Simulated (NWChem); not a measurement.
Species: InHBrCl; SMILES [Cl][InH][Br]

All runs: NWChem. All runs use the structure optimised with PBE0/def2-SVP. def2 effective core potentials on In; no spin-orbit coupling. LC-ωPBE (HJS hole) with def2-SVP; x = 1 − exp(−ω/0.25 bohr⁻¹) is a scale chosen for this fit.

```
row           x  −ε(HOMO) (eV)
--------  -----  -------------
ω = 0.10  0.330           8.49
ω = 0.15  0.451           9.12
ω = 0.30  0.699       withheld
ω = 0.35  0.753          10.82
ω = 0.60  0.909          11.77
```

Task: Fit a straight line of the last column on the one before it, predict the withheld value, and compare with the run.

Result: 
1. Means of the 4 shown rows: x = 0.6108, y = 10.050. Slope Σ(x − x̄)(y − ȳ)/Σ(x − x̄)² = 1.209/0.2135 = 5.662; intercept 6.592.
2. The shown rows scatter about the line by 0.031 (root mean square); the largest residual is -0.04, at ω = 0.35.
3. At x = 0.699 (ω = 0.30; inside the shown range) the line gives 10.55.
4. The run gives 10.50, -0.05 from the line, 1.6 times the scatter.
